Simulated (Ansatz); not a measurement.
`C#C[SiH2]C#N` + H–F → `C#C[SiH2]F` + `C#N` at 600 K and 1 bar (ligand exchange at the Si–C bond).

Gas-phase electronic energies from Ansatz, PBE0-D4/def2-TZVP geometries. CCSD(T)/CBS adds triple-zeta CCSD(T) − MP2 to the extrapolated MP2 energy (def2 sets, frozen cores). This one scheme is used for every species.

```tsv
species	CCSD(T)/CBS energy (Eh)	H − E (kJ/mol)	S (J/(mol·K))
`C#C[SiH2]C#N`	-459.67292	171.1	404.5
H–F	-100.39570	42.3	194.0
`C#C[SiH2]F`	-466.78369	147.9	365.5
`C#N`	-93.32098	64.3	228.4
```

H − E and S are ideal-gas, rigid-rotor, harmonic terms from PBE0-D4/def2-TZVP. 1 Eh = 2625.50 kJ/mol, R = 8.31446 J/(mol·K).

**Question.** By hand: ΔE, ΔH, ΔS and ΔG.

**Answer.** ΔE = (-466.78369) + (-93.32098) − (-459.67292) − (-100.39570) = -0.03605 Eh = -94.6 kJ/mol. Δ(H − E) = 147.9 + 64.3 − 171.1 − 42.3 = -1.2, so ΔH = -95.8 kJ/mol. ΔS = 365.5 + 228.4 − 404.5 − 194.0 = -4.6 J/(mol·K). ΔG = -95.8 − 600 × (-4.6)/1000 = -93.0 kJ/mol.

**Question.** By hand: the equilibrium constant, and the temperature at which ΔG would vanish if ΔH and ΔS stayed fixed.

**Answer.** log₁₀ K = −ΔG/(RT ln 10) = 8.1. ΔG = 0 at ΔH/ΔS = 20826 K, far beyond where these terms or the molecules hold.

The number of gas molecules stays the same, so ΔS is small and ΔH decides. A doubt of 5 kJ/mol in ΔE shifts log₁₀ K by 0.4 here. These are equilibria of isolated gas molecules and say nothing of rates. Largest T1 diagnostic: 0.014 (customary marks: 0.02 for closed shells, 0.045 for open ones).
